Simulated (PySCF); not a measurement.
# Deuteron quadrupole couplings in `C=C/C=C(/F)[Si@@H](C)P`

Species: C₅H₁₀FPSi.
Z-matrix (Å and degrees, GFN2-xTB geometry), rows numbered from 1:
```
C 
C   1  1.3298
C   2  1.4398  1  123.30
C   3  1.3355  2  123.51  1   178.12
F   4  1.3619  3  117.02  2   179.49
Si  4  1.9032  3  130.56  2    -1.15
C   6  1.9037  4  110.13  3   -71.85
P   6  2.2542  4  109.60  3    45.55
H   1  1.0781  2  121.50  3    -0.62
H   1  1.0760  2  121.98  3   179.55
H   2  1.0839  1  120.30  3  -179.38
H   3  1.0837  2  117.08  1    -2.09
H   6  1.4714  4  104.32  3   168.74
H   7  1.0851  6  111.36  4   -61.84
H   7  1.0866  6  111.17  4    58.43
H   7  1.0859  6  110.80  4   178.03
H   8  1.3830  6   95.07  4   143.40
H   8  1.3851  6   95.21  4    50.39
```

Level: PBE0/pcSseg-1 (PySCF, non-relativistic); Q(2H) = 0.00286 b; rigid geometry, the same for H and D, with no vibrational averaging.

Question: Rank these positions by the coupling χzz of a deuteron there, largest first.
A. H16 (methyl hydrogen)
B. H11 (vinylic hydrogen)
C. H10 (vinylic hydrogen)
D. H13 (Si–H hydrogen)
E. H17 (P–H hydrogen)

Answer: C (227 kHz), A (218 kHz), B (212 kHz), E (146 kHz), D (105 kHz).

What are Vzz, η and χzz (234.96 MHz × Q × Vzz) at all hydrogens?

```json
{"atom": "H9", "bonded to": "C1", "bond length (Å)": "1.078", "Vzz (au)": "0.3342", "η": "0.06", "χzz (kHz)": "225"}
{"atom": "H10", "bonded to": "C1", "bond length (Å)": "1.076", "Vzz (au)": "0.3384", "η": "0.05", "χzz (kHz)": "227"}
{"atom": "H11", "bonded to": "C2", "bond length (Å)": "1.084", "Vzz (au)": "0.3150", "η": "0.08", "χzz (kHz)": "212"}
{"atom": "H12", "bonded to": "C3", "bond length (Å)": "1.084", "Vzz (au)": "0.3201", "η": "0.07", "χzz (kHz)": "215"}
{"atom": "H13", "bonded to": "Si6", "bond length (Å)": "1.471", "Vzz (au)": "0.1558", "η": "0.01", "χzz (kHz)": "105"}
{"atom": "H14", "bonded to": "C7", "bond length (Å)": "1.085", "Vzz (au)": "0.3260", "η": "0.01", "χzz (kHz)": "219"}
{"atom": "H15", "bonded to": "C7", "bond length (Å)": "1.087", "Vzz (au)": "0.3222", "η": "0.00", "χzz (kHz)": "217"}
{"atom": "H16", "bonded to": "C7", "bond length (Å)": "1.086", "Vzz (au)": "0.3246", "η": "0.00", "χzz (kHz)": "218"}
{"atom": "H17", "bonded to": "P8", "bond length (Å)": "1.383", "Vzz (au)": "0.2166", "η": "0.08", "χzz (kHz)": "146"}
{"atom": "H18", "bonded to": "P8", "bond length (Å)": "1.385", "Vzz (au)": "0.2129", "η": "0.07", "χzz (kHz)": "143"}
```

Average by the element that carries the hydrogen.

on C: 219 kHz over 7 positions, mean bond length 1.083 Å; on Si: 105 kHz over 1 position, mean bond length 1.471 Å; on P: 144 kHz over 2 positions, mean bond length 1.384 Å.

How does χzz go with the bond length over the 7 C–H bonds?

A straight-line fit has a slope of -10.7 kHz for each 0.01 Å, with a correlation coefficient of -0.80, over lengths from 1.076 to 1.087 Å. The longer bonds have the smaller couplings here.

Geometry: GFN2-xTB, one conformer, isolated molecule. GFN2-xTB bond lengths can be off by several hundredths of an ångström, more for odd bonds, and the gradients follow them. With a basis this small, the couplings can be 20 % off.
